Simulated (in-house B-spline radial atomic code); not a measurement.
Configurations of Er VI (Er5+), with energies counted from [Kr] 4d10 4f10 5s2 5p5. Computed with a B-spline radial code for spherical atoms: scalar-relativistic (X2C) B3LYP, spin-polarised, spherical fractional occupations, exact exchange averaged over the configuration, Fermi nucleus of rms radius 5.2516 fm. Shells without spins written out take the highest spin.

Occupations are held fixed; configurations that lie above the ionisation limit could autoionise.

| configuration | E - E(ref) (eV) | highest orbital | its <r> (bohr) |
| --- | --- | --- | --- |
| [Kr] 4d10 4f10 5s2 5p4 5d1 | 32.575 | 5d up | 1.72 |
| [Kr] 4d10 4f10 5s2 5p4 6s1 | 41.988 | 6s up | 2.496 |
| [Kr] 4d9 4f11 5s2 5p5 | 165.93 | 4f down | 0.7165 |
| [Kr] 4d9 4f10 5s2 5p5 5d1 | 187.22 | 5d up | 1.692 |
| [Kr] 4d9 4f10 5s2 5p5 6s1 | 197.05 | 6s up | 2.475 |
| [Kr] 4d9 4f10 5s2 5p5 6f1 | 227.98 | 6f up | 4.978 |

(1) Order these further configurations by energy, lowest first.
A. [Xe] 4f9
B. [Kr] 4d10 4f11 5s2 5p4
C. [Kr] 4d10 4f10 5s2 5p4 5f1
D. [Kr] 4d10 4f9 5s2 5p5 5f1
E. [Kr] 4d9 4f10 5s2 5p5 5f1

(2) How far above the reference does [Kr] 4d10 4f9 5s2 5p5 6s1 lie?

(3) Is the reference the lowest configuration at this level of theory?

Results:

(1) A (-13.68 eV), B (16.529 eV), D (49.655 eV), C (61.165 eV), E (216.39 eV).

(2) 30.34 eV; its least bound orbital is 6s up with <r> = 2.478 bohr.

(3) No: [Xe] 4f9 lies 13.68 eV lower with this functional.
